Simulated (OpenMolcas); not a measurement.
## Cu2+: effect of the metal basis and ligand basis

Cu2+ with 6 ligands (fluoride) in octahedral coordination (Oh) at 2.04 Å. A charge of +0.667 e stands 2.6 Å behind each ligand.

```json
{
 "Program": "OpenMolcas 26.06",
 "Method": "CASSCF",
 "Spin-orbit coupling": "RASSI with atomic mean-field integrals over the reference wave functions"
}
```

Fixed: active space 9 electrons in 5 orbitals (3d), DKH2 Hamiltonian.

States (labels of O, the rotations of Oh). Energies in cm-1 above the lowest state or level, χT in cm3 K/mol; 10Dq is the gap between the two states.

```json
{"Run": "A", "Metal basis": "ANO-RCC-VDZP", "Ligand basis": "ANO-RCC-VDZP", "Ground state": "2E", "First state of that spin": "2T2 4649", "10Dq": "4649", "First gap with spin-orbit (degeneracies)": "4023 (4, 2)", "χT at 300 K": "0.683", "Cost": "roughly 6 core-seconds"}
{"Run": "B", "Metal basis": "ANO-RCC-VTZP", "Ligand basis": "ANO-RCC-VTZP", "Ground state": "2E", "First state of that spin": "2T2 4513", "10Dq": "4513", "First gap with spin-orbit (degeneracies)": "3899 (4, 2)", "χT at 300 K": "0.689", "Cost": "roughly 40 core-seconds"}
```

Against A, |10Dq| changes by -2.9 % in B.

Costs are those of the RASSCF and RASSI steps.

An orbital doublet at a regular site is open to a Jahn-Teller distortion, which this geometry leaves out. Ligand-to-metal charge-transfer states are missing. With metal d orbitals alone and no dynamic correlation the field as a rule comes out too small, by tens of per cent, by up to half for chloride and softer ligands, and the orbital part of g and χT, which goes as 1/10Dq, too large. No measured value stands beside these numbers; the geometry is a model, was not optimised and need not be the one that this ion takes.
